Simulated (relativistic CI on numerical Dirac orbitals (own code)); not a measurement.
Level scheme of Sm XXXVI

Computed by Dirac-Coulomb-Breit CI, separate exchange-only KLI orbitals for each configuration, a model potential for QED, unscaled Slater integrals (own radial code, finite nucleus).

Configuration list (outside the closed core [Ne]): 3s2 3p6 3d9, 3s2 3p5 3d10, 3s 3p6 3d10, 3s2 3p6 3d8 4s, 3s2 3p6 3d8 4p, 3s2 3p6 3d8 4d, 3s2 3p4 3d10 4s, 3s2 3p4 3d10 4p, 3s2 3p5 3d9 4s, 3s2 3p6 3d8 4f, 3s2 3p4 3d10 4d, 3s2 3p5 3d9 4p, 3s 3p5 3d10 4s, 3s2 3p6 3d7 4s2, 3s 3p5 3d10 4p, 3s2 3p5 3d9 4d. Levels of other configurations are missing.

The lowest level is 3s2 3p6 3d9 2D_5/2, with 100 % of that term; Hund's rules for 3s2 3p6 3d9 give 2D with J = 5/2, in agreement.

| No. | Configuration | Term | J | E (eV) | % | Landé g | Lifetime (s) | jj configuration (%) |
| --- | --- | --- | --- | --- | --- | --- | --- | --- |
| 1 | 3s2 3p6 3d9 | 2D | 5/2 | 0.00 | 100 | 1.193 |  | 3d5/2^5 (100) |
| 2 | 3s2 3p6 3d9 | 2D | 3/2 | 27.67 | 100 | 0.792 | 5.60e-06 | 3d3/2^3 3d5/2^6 (100) |
| 3 | 3s2 3p5 3d10 | 2P° | 3/2 | 326.16 | 100 | 1.326 | 9.12e-13 | 3p3/2^3 (100) |
| 4 | 3s2 3p5 3d10 | 2P° | 1/2 | 455.07 | 100 | 0.656 | 4.14e-13 | 3p1/2 3p3/2^4 (100) |
| 5 | 3s 3p6 3d10 | 2S | 1/2 | 634.71 | 100 | 1.992 | 7.09e-13 | 3s (100) |
| 6 | 3s2 3p6 3d8 4s | 4F | 9/2 | 967.58 | 91 | 1.308 | 9.25e-09 | 3d5/2^4 4s (97) |
| 7 | 3s2 3p6 3d8 4s | 2F | 7/2 | 970.00 | 62 | 1.137 | 4.28e-10 | 3d5/2^4 4s (97) |
| 8 | 3s2 3p6 3d8 4s | 2D | 5/2 | 975.48 | 48 | 1.331 | 8.51e-10 | 3d5/2^4 4s (99) |
| 9 | 3s2 3p6 3d8 4s | 2D | 3/2 | 976.44 | 52 | 0.954 | 3.65e-10 | 3d5/2^4 4s (98) |
| 10 | 3s2 3p6 3d8 4s | 4P | 1/2 | 989.73 | 46 | 2.108 | 1.56e-10 | 3d5/2^4 4s (95) |
| 11 | 3s2 3p6 3d8 4s | 4F | 7/2 | 994.75 | 71 | 1.203 | 9.56e-10 | 3d3/2^3 3d5/2^5 4s (99) |
| 12 | 3s2 3p6 3d8 4s | 4F | 5/2 | 995.21 | 66 | 0.973 | 8.61e-10 | 3d3/2^3 3d5/2^5 4s (99) |
| 13 | 3s2 3p6 3d8 4s | 4P | 5/2 | 1001.99 | 49 | 1.278 | 7.97e-10 | 3d3/2^3 3d5/2^5 4s (98) |
| 14 | 3s2 3p6 3d8 4s | 4F | 3/2 | 1002.40 | 35 | 1.083 | 6.83e-10 | 3d3/2^3 3d5/2^5 4s (95) |
| 15 | 3s2 3p6 3d8 4s | 4P | 3/2 | 1005.95 | 60 | 1.535 | 5.96e-10 | 3d3/2^3 3d5/2^5 4s (99) |
| 16 | 3s2 3p6 3d8 4s | 2G | 9/2 | 1007.28 | 91 | 1.124 | 8.59e-10 | 3d3/2^3 3d5/2^5 4s (97) |
| 17 | 3s2 3p6 3d8 4s | 2P | 1/2 | 1007.57 | 70 | 1.250 | 2.89e-10 | 3d3/2^3 3d5/2^5 4s (99) |
| 18 | 3s2 3p6 3d8 4s | 2G | 7/2 | 1007.60 | 90 | 0.908 | 6.98e-10 | 3d3/2^3 3d5/2^5 4s (98) |
| 19 | 3s2 3p6 3d8 4s | 4F | 3/2 | 1026.59 | 48 | 0.666 | 7.95e-10 | 3d3/2^2 3d5/2^6 4s (96) |
| 20 | 3s2 3p6 3d8 4s | 2D | 5/2 | 1027.32 | 37 | 1.077 | 5.46e-10 | 3d3/2^2 3d5/2^6 4s (98) |
| 21 | 3s2 3p6 3d8 4p | 4D° | 7/2 | 1036.62 | 53 | 1.296 | 2.16e-11 | 3d5/2^4 4p1/2 (97) |
| 22 | 3s2 3p6 3d8 4p | 2G° | 9/2 | 1038.10 | 41 | 1.158 | 3.67e-11 | 3d5/2^4 4p1/2 (97) |
| 23 | 3s2 3p6 3d8 4p | 2D° | 3/2 | 1044.16 | 33 | 1.231 | 2.88e-11 | 3d5/2^4 4p1/2 (99) |
| 24 | 3s2 3p6 3d8 4p | 2F° | 5/2 | 1044.80 | 40 | 1.063 | 3.70e-11 | 3d5/2^4 4p1/2 (98) |
| 25 | 3s2 3p6 3d8 4s | 2S | 1/2 | 1046.64 | 61 | 1.964 | 1.23e-10 | 3d3/2^2 3d5/2^6 4s (95) |
| 26 | 3s2 3p6 3d8 4p | 2P° | 1/2 | 1058.07 | 54 | 0.680 | 1.24e-11 | 3d5/2^4 4p1/2 (93) |
| 27 | 3s2 3p6 3d8 4p | 4G° | 7/2 | 1063.91 | 58 | 1.015 | 5.00e-12 | 3d3/2^3 3d5/2^5 4p1/2 (99) |
| 28 | 3s2 3p6 3d8 4p | 4F° | 5/2 | 1064.06 | 39 | 1.126 | 1.25e-12 | 3d3/2^3 3d5/2^5 4p1/2 (98) |
| 29 | 3s2 3p6 3d8 4p | 4D° | 3/2 | 1070.60 | 26 | 1.186 | 2.38e-12 | 3d3/2^3 3d5/2^5 4p1/2 (96) |
| 30 | 3s2 3p6 3d8 4p | 4G° | 5/2 | 1071.81 | 24 | 1.061 | 7.90e-13 | 3d3/2^3 3d5/2^5 4p1/2 (95) |
| 31 | 3s2 3p6 3d8 4p | 4P° | 1/2 | 1073.64 | 59 | 1.819 | 3.77e-11 | 3d3/2^3 3d5/2^5 4p1/2 (98) |
| 32 | 3s2 3p6 3d8 4p | 2H° | 9/2 | 1076.04 | 73 | 0.971 | 3.48e-11 | 3d3/2^3 3d5/2^5 4p1/2 (95) |
| 33 | 3s2 3p6 3d8 4p | 4D° | 3/2 | 1076.40 | 45 | 1.255 | 6.26e-13 | 3d3/2^3 3d5/2^5 4p1/2 (96) |
| 34 | 3s2 3p6 3d8 4p | 2F° | 7/2 | 1077.08 | 51 | 1.092 | 6.36e-13 | 3d3/2^3 3d5/2^5 4p1/2 (90) |
| 35 | 3s2 3p6 3d8 4p | 4G° | 11/2 | 1078.38 | 91 | 1.250 | 8.58e-12 | 3d5/2^4 4p3/2 (98) |
| 36 | 3s2 3p6 3d8 4p | 4F° | 9/2 | 1080.79 | 59 | 1.237 | 8.49e-12 | 3d5/2^4 4p3/2 (95) |
| 37 | 3s2 3p6 3d8 4p | 2F° | 7/2 | 1081.47 | 69 | 1.207 | 3.01e-13 | 3d5/2^4 4p3/2 (90) |
| 38 | 3s2 3p6 3d8 4p | 2D° | 5/2 | 1081.97 | 68 | 1.164 | 3.06e-13 | 3d5/2^4 4p3/2 (95) |
| 39 | 3s2 3p6 3d8 4p | 2D° | 5/2 | 1086.67 | 59 | 1.229 | 3.17e-13 | 3d5/2^4 4p3/2 (98) |
| 40 | 3s2 3p6 3d8 4p | 2F° | 7/2 | 1088.28 | 50 | 1.221 | 4.78e-12 | 3d5/2^4 4p3/2 (98) |
| 41 | 3s2 3p6 3d8 4p | 2P° | 1/2 | 1089.18 | 58 | 0.899 | 7.26e-12 | 3d5/2^4 4p3/2 (95) |
| 42 | 3s2 3p6 3d8 4p | 2P° | 3/2 | 1089.31 | 54 | 1.195 | 2.50e-13 | 3d5/2^4 4p3/2 (93) |
| 43 | 3s2 3p6 3d8 4p | 4G° | 5/2 | 1095.35 | 42 | 0.832 | 1.77e-12 | 3d3/2^2 3d5/2^6 4p1/2 (94) |
| 44 | 3s2 3p6 3d8 4p | 4F° | 3/2 | 1098.32 | 33 | 0.909 | 4.03e-13 | 3d3/2^2 3d5/2^6 4p1/2 (90) |
| 45 | 3s2 3p6 3d8 4p | 2P° | 3/2 | 1102.28 | 39 | 1.344 | 1.44e-12 | 3d5/2^4 4p3/2 (93) |
| 46 | 3s2 3p6 3d8 4p | 4G° | 9/2 | 1105.54 | 67 | 1.161 | 8.56e-12 | 3d3/2^3 3d5/2^5 4p3/2 (100) |
| 47 | 3s2 3p6 3d8 4p | 4D° | 5/2 | 1106.13 | 39 | 1.118 | 1.56e-12 | 3d3/2^3 3d5/2^5 4p3/2 (97) |
| 48 | 3s2 3p6 3d8 4p | 4F° | 7/2 | 1106.88 | 57 | 1.149 | 2.29e-12 | 3d3/2^3 3d5/2^5 4p3/2 (99) |
| 49 | 3s2 3p6 3d8 4p | 2D° | 3/2 | 1108.07 | 56 | 0.956 | 2.55e-13 | 3d3/2^3 3d5/2^5 4p3/2 (92) |
| 50 | 3s2 3p6 3d8 4p | 4P° | 5/2 | 1112.42 | 41 | 1.242 | 1.30e-12 | 3d3/2^3 3d5/2^5 4p3/2 (98) |
| 51 | 3s2 3p6 3d8 4p | 4D° | 7/2 | 1113.40 | 49 | 1.191 | 5.23e-12 | 3d3/2^3 3d5/2^5 4p3/2 (96) |
| 52 | 3s2 3p6 3d8 4p | 4D° | 1/2 | 1113.54 | 51 | 0.511 | 1.96e-12 | 3d3/2^3 3d5/2^5 4p3/2 (63) |
| 53 | 3s2 3p6 3d8 4p | 2D° | 3/2 | 1114.65 | 35 | 1.043 | 3.11e-13 | 3d3/2^3 3d5/2^5 4p3/2 (95) |
| 54 | 3s2 3p6 3d8 4p | 2P° | 1/2 | 1115.57 | 35 | 1.091 | 6.22e-13 | 3d3/2^3 3d5/2^5 4p3/2 (56) |
| 55 | 3s2 3p6 3d8 4p | 2H° | 11/2 | 1116.75 | 91 | 1.102 | 8.85e-12 | 3d3/2^3 3d5/2^5 4p3/2 (98) |
| 56 | 3s2 3p6 3d8 4p | 2F° | 5/2 | 1117.40 | 85 | 0.895 | 2.58e-13 | 3d3/2^3 3d5/2^5 4p3/2 (97) |
| 57 | 3s2 3p6 3d8 4p | 4D° | 5/2 | 1118.42 | 57 | 1.300 | 6.03e-12 | 3d3/2^3 3d5/2^5 4p3/2 (99) |
| 58 | 3s2 3p6 3d8 4p | 2P° | 1/2 | 1119.74 | 68 | 1.124 | 2.58e-13 | 3d3/2^3 3d5/2^5 4p3/2 (69) |
| 59 | 3s2 3p6 3d8 4p | 4S° | 3/2 | 1120.28 | 43 | 1.473 | 3.79e-12 | 3d3/2^3 3d5/2^5 4p3/2 (99) |
| 60 | 3s2 3p6 3d8 4p | 2G° | 7/2 | 1120.41 | 61 | 0.990 | 2.22e-12 | 3d3/2^3 3d5/2^5 4p3/2 (95) |
| 61 | 3s2 3p6 3d8 4p | 2G° | 9/2 | 1122.07 | 75 | 1.078 | 7.75e-12 | 3d3/2^3 3d5/2^5 4p3/2 (97) |
| 62 | 3s2 3p6 3d8 4p | 2P° | 3/2 | 1137.04 | 27 | 0.956 | 8.42e-12 | 3d3/2^2 3d5/2^6 4p3/2 (97) |
| 63 | 3s2 3p6 3d8 4p | 2D° | 5/2 | 1138.25 | 31 | 1.013 | 1.32e-12 | 3d3/2^2 3d5/2^6 4p3/2 (97) |
| 64 | 3s2 3p6 3d8 4p | 2F° | 7/2 | 1138.69 | 40 | 1.068 | 8.11e-12 | 3d3/2^2 3d5/2^6 4p3/2 (97) |
| 65 | 3s2 3p6 3d8 4p | 2P° | 1/2 | 1140.04 | 49 | 0.492 | 7.88e-13 | 3d3/2^2 3d5/2^6 4p3/2 (89) |
| 66 | 3s2 3p6 3d8 4p | 2P° | 3/2 | 1158.59 | 62 | 1.320 | 3.46e-12 | 3d3/2^2 3d5/2^6 4p3/2 (95) |
| 67 | 3s2 3p6 3d8 4d | 4P | 5/2 | 1185.17 | 41 | 1.389 | 3.66e-12 | 3d5/2^4 4d3/2 (97) |
| 68 | 3s2 3p6 3d8 4d | 4D | 7/2 | 1186.74 | 50 | 1.290 | 3.66e-12 | 3d5/2^4 4d3/2 (90) |
| 69 | 3s2 3p6 3d8 4d | 2H | 11/2 | 1188.10 | 46 | 1.104 | 3.35e-12 | 3d5/2^4 4d3/2 (98) |
| 70 | 3s2 3p6 3d8 4d | 4G | 9/2 | 1189.39 | 36 | 1.164 | 3.32e-12 | 3d5/2^4 4d3/2 (95) |

Energies count from the lowest computed level; ° marks odd parity; lifetimes are radiative, by E1, M1, E2, M2 decay to levels of this space only. Filled j subshells are mostly left out of the jj labels.

The mean weight of the leading LS term, summed over parents, in these 70 levels is 57 %, and that of the leading jj configuration (from the same eigenvectors) 95 %, so jj coupling describes them better and the LS labels are nominal.

At this charge energies of transitions that change n are usually good to better than 1 %, and those within a shell (Δn = 0) to a few per cent.

LS names give the leading component of a level, which can be under half, so a name can repeat, a term be missing and a line seem to break the LS rules.
